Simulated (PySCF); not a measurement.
**Chemical shifts up a ladder of levels: C10H8BrClN2**

System: C10H8BrClN2 (measured compound), SMILES Cn1nc(-c2ccc(Br)cc2)cc1Cl.

Atom-mapped SMILES (hydrogens are numbered by the atom that bears them): [CH3:1][n:2]1[n:3][c:4](-[c:5]2[cH:6][cH:7][c:8]([Br:9])[cH:10][cH:11]2)[cH:12][c:13]1[Cl:14]

GIAO shifts in ppm, gas phase, PySCF SCF with an in-house response code; 1H, 13C and 29Si against isolated TMS and 19F against isolated CFCl3 at the same level and kind of geometry; averaged over atoms that symmetry or fast rotation interchanges.

Spin-orbit coupling, left out here, shifts light nuclei bound to heavy atoms (carbon on iodine by tens of ppm).

| atom | KT3/pcSseg-1 on GFN2-xTB | KT3/pcSseg-2 on PBE0-D3(BJ) |
| --- | --- | --- |
| C1 | 38.0 | 38.9 |
| C4 | 139.6 | 144.4 |
| C5 | 124.5 | 129.5 |
| C6/11 | 118.6 | 122.5 |
| C7/10 | 126.1 | 130.4 |
| C8 | 132.8 | 136.5 |
| C12 | 98.1 | 99.9 |
| C13 | 125.7 | 128.0 |
| H on 1 | 3.92 | 3.77 |
| H on 6/11 | 7.76 | 7.74 |
| H on 7/10 | 7.38 | 7.30 |
| H on 12 | 6.45 | 6.56 |

**Question.** What are the shifts at PBE0/pcSseg-2 on PBE0-D3(BJ)?

**Answer.** 
```
     atom  shift / ppm
       C1         39.0
       C4        156.8
       C5        141.4
    C6/11        134.5
    C7/10        141.8
       C8        147.3
      C12        109.6
      C13        140.2
   H on 1         3.78
H on 6/11         8.10
H on 7/10         7.62
  H on 12         6.75
```
